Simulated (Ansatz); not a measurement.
Geometry optimisation, RKS B3LYP-D4/def2-SVP (Ansatz).

input.yaml

```yaml
crystal:
  periodic: [false, false, false]
  atoms:
    - { symbol: "N", position_ang: [-1.1741, 1.2976, -0.428] }
    - { symbol: Si, position_ang: [-0.607, 0.014, 0.5894] }
    - { symbol: C, position_ang: [1.2123, -0.147, 0.3538] }
    - { symbol: Se, position_ang: [1.726, -0.6505, -1.4679] }
    - { symbol: H, position_ang: [-1.0975, 1.0316, -1.449] }
    - { symbol: H, position_ang: [-2.2515, 1.415, -0.2704] }
    - { symbol: H, position_ang: [-1.2343, -1.243, 0.2242] }
    - { symbol: H, position_ang: [-0.60943, 1.89354, 0.21044] }
    - { symbol: H, position_ang: [1.7334, 0.8403, 0.6365] }
    - { symbol: H, position_ang: [1.6346, -0.921, 1.0855] }
    - { symbol: H, position_ang: [0.9779, -2.033, -1.2457] }
basis:
  gaussian: { orbitals: def2-SVP }
hamiltonian:
  xc: b3lyp
  dispersion: d4
relax:
  f_tol: 0.02
  max_steps: 50
```

Launched with:

```bash
$ ansatz run input.yaml --threads 2 --pin off --max-ram 3072MiB --backend cpu --events-out ev --progress --plain --runs-dir out
```

**Question.** Where does it end, and by what steps?

**Answer.** It converged. After 9 steps the energy has fallen by 2.466 eV; H11 moved furthest, 0.68 Å.

```tsv
step	energy less start (eV)	largest force component (eV/Å)	accepted
0	0.0000	6.225	yes
1	-1.4131	3.178	yes
2	-2.1302	1.057	yes
3	-2.2953	0.572	yes
4	-2.4069	0.517	yes
5	-2.4243	0.697	yes
6	-2.4369	0.361	yes
7	-2.4648	0.052	yes
8	-2.4660	0.041	yes
9	-2.4661	0.012	yes
```

```xyz
11
Properties=species:S:1:pos:R:3
N -1.124 1.178 -0.413
Si -0.607 0.006 1.175
C 1.215 -0.200 0.495
Se 1.511 -0.464 -1.466
H -0.524 0.908 -1.218
H -2.105 1.054 -0.674
H -1.181 -1.199 0.413
H -0.979 2.173 -0.227
H 1.831 0.688 0.720
H 1.697 -1.043 1.015
H 0.577 -1.603 -1.581
```

Whether the end is a true minimum wasn't checked by a vibrational analysis.

The run took 42 s on 2 threads of Arm Neoverse V1, on a shared host, peak memory 0.28 GiB.
